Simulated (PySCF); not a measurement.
**Correlation energy of In⁺ (indium, charge +1)**

[Kr] 4d10 5s1 6s1, high-spin 3S determinant (an excited configuration). Computed with PySCF 2.14 in aug-cc-pVDZ-PP with ECP28MDF (5s4p3d, 32 functions), with a scalar-relativistic core potential. Frozen: 4s2 4p6 4d10; 2 electrons correlated.

Total MP2 correlation energy: -2.76 mhartree.

Same-spin part -2.76 and opposite-spin part 0.00 mhartree; SCS-MP2 scales them by 1/3 and 6/5 to -0.92 mhartree.
